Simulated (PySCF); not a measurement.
Molecular orbitals of MoH

TPSS at R = 1.716 Å; basis Mo def2-TZVPPD with ECP28, H def2-TZVPPD; scalar-relativistic core potentials; PySCF 2.14. State: ⁶Σ⁺ (sextet), unpaired electrons σ ↑, π ↑↑, δ ↑↑. Only the outer orbitals are listed, counted within each symmetry, core potentials removing the inner ones.

| spin | orbital | occ. | ε (eV) | on Mo (%) | main shells (%) |
| --- | --- | --- | --- | --- | --- |
| α | 3σ | 1 | -7.24 | 58 | 42 H s, 32 Mo d, 22 Mo s |
| α | 2π | 1 | -4.78 | 99 | 99 Mo d |
| α | 2π | 1 | -4.78 | 99 | 99 Mo d |
| α | 4σ | 1 | -4.68 | 100 | 63 Mo s, 37 Mo d |
| α | 1δ | 1 | -4.67 | 100 | 100 Mo d |
| α | 1δ | 1 | -4.67 | 100 | 100 Mo d |
| α | 5σ | 0 | -2.28 | 85 | 56 Mo p, 20 Mo d, 15 H s |
| α | 3π | 0 | -1.17 | 101 | 101 Mo p |
| α | 3π | 0 | -1.17 | 101 | 101 Mo p |
| β | 2σ | 1 | -38.09 | 99 | 99 Mo p |
| β | 1π | 1 | -37.74 | 100 | 100 Mo p |
| β | 1π | 1 | -37.74 | 100 | 100 Mo p |
| β | 3σ | 1 | -6.90 | 35 | 64 H s, 19 Mo d, 13 Mo s |
| β | 4σ | 0 | -2.49 | 96 | 65 Mo s, 26 Mo d |
| β | 2π | 0 | -1.60 | 97 | 96 Mo d |
| β | 2π | 0 | -1.60 | 97 | 96 Mo d |

Q: Which are the highest filled and the lowest empty level, where do they sit, and how wide is the gap?

A: Highest filled α 1δ at -4.67 eV (in %: 100 Mo d); lowest empty β 4σ at -2.49 eV (in %: 65 Mo s, 26 Mo d); the gap at TPSS is 2.18 eV.

The bond order (Mayer) is 0.95 and the ⟨S²⟩ is 8.773. The charge on Mo (Mulliken, basis-dependent) is 0.08. The charge on Mo (Löwdin, basis-dependent) is 0.31 and the dipole moment (positive dipole means Mo(−)H(+)) is -2.42 D.

Shares are Mulliken populations and can fall outside 0 to 100 %.

Spin–orbit coupling is left out. With d or f electrons several states lie close, and the lowest PBE0 determinant need not be the measured ground state.
